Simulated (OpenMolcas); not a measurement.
## Ionisation energies of gadolinium

```json
{"Program": "OpenMolcas 26.06", "Basis": "ANO-RCC-VDZP [7s6p4d2f1g]", "Scalar Hamiltonian": "DKH2, point nucleus", "Spin-orbit coupling": "RASSI with atomic mean-field integrals over the reference wave functions, term energies averaged over their components"}
```

Active shells in each charge state: the valence f shell, with orbitals averaged over the low states. Where CASPT2's correlated closed shells are named, they are those of the first ion.

A. CASSCF
B. SS-CASPT2, IPEA 0.25 Eh, imaginary shift 0.1 Eh (closed shells correlated: 5s 5p)
C. SS-CASPT2, IPEA 0 Eh, imaginary shift 0.1 Eh (closed shells correlated: 5s 5p)
D. SS-CASPT2, IPEA 0.25 Eh, imaginary shift 0.1 Eh (closed shells correlated: 4d 5s 5p)

Energies in eV between the lowest computed levels, named as in B; reference values from the NIST Atomic Spectra Database with their kind.

```csv
From,To,A,B,C,D,Spin-orbit share in B,Reference
Gd3+ 4f⁷ ⁸S°_7/2,Gd4+ 4f⁶ ⁷F₀,42.665,45.086,45.227,45.095,-0.434,44.440 (semi-empirical)
```

The lowest level within the active space need not be the ion's true ground level.

° marks odd parity.
